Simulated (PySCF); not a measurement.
Polarisability and C₆ of Nb (niobium, neutral)

[Kr] 4d4 5s1, high-spin 6D determinant. All numbers are calculated (PySCF 2.14, a scalar-relativistic core potential, in aug-cc-pVTZ-PP with one added diffuse shell each of s, p, d, f, g type with ECP28MDF (7s7p6d4f3g, 113 functions)). Coupled (time-dependent) response in atomic units; α is the mean over directions.

| method | mean α (bohr³) | α xx, yy, zz | C₆ (like pair) | S(−4) |
| --- | --- | --- | --- | --- |
| MN15 | 100.0 | 99.24, 99.24, 101.6 | 1156 | 5936 |
| r2SCANh | 95.20 | 93.55, 93.55, 98.51 | 1108 | 5127 |

S(−4) is the Cauchy moment in α(ω) = α(0) + S(−4) ω² + …

Reference α: 98 ± 8 bohr³ (recommended; Schwerdtfeger and Nagle, table of static dipole polarizabilities (2023 update)). Published C₆: 1140 (Gould and Bucko (2016)).

Spin-orbit coupling is absent.

α(iu) at MN15:

| u (hartree) | α(iu) (bohr³) |
| --- | --- |
| 0 | 100.0 |
| 0.0500 | 87.49 |
| 0.100 | 65.39 |
| 0.200 | 36.75 |
| 0.300 | 24.04 |
| 0.500 | 13.50 |
| 0.750 | 8.279 |
| 1.00 | 5.730 |
| 1.50 | 3.275 |
| 2.00 | 2.121 |
| 3.00 | 1.087 |
| 5.00 | 0.4326 |

A single London oscillator, α(iu) = α/(1 + u²/ω²), gives C₆ = (3/4) ω α². Matching the computed C₆ needs ω = 4 × 1156 / (3 × 100.0²) = 0.154 hartree.

The components differ because the open shell of this determinant is not spherical; for a pure term their mean is the scalar polarisability.

Energies and moments cover only the electrons outside the core potential.
